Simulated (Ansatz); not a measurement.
Basis-set extrapolation for `F[Si](Cl)(Cl)S[SiH2]Cl` (PBE0-D4/def2-TZVP geometry, frozen core, Ansatz). Multiplicity 1, RHF reference.

|  | def2-TZVPP | def2-QZVPP |
| --- | --- | --- |
| HF | -2454.913770 | -2454.985972 |
| MP2 correlation | -1.218091 | -1.338213 |
| CCSD(T) correlation | -1.344074 | not run |

Energies in hartree. Use E(X) = E(∞) + A·exp(−7.88·√X) for Hartree–Fock and E(X) = E(∞) + B·X^(−2.97) for correlation, with X = 3 and 4, and add CCSD(T) minus MP2 of the smaller set to the MP2 limit.

**Question.** What is the CCSD(T) energy at the basis-set limit?

**Answer.** HF limit: -2454.985972 + (-0.072202) × 0.13774 = -2454.99592. MP2 limit: -1.338213 + (-0.120122) × 0.74074 = -1.42719. Higher-order term: -1.344074 − (-1.218091) = -0.12598. Total: -2456.54909 hartree, 764.7 kJ/mol below CCSD(T)/def2-TZVPP.
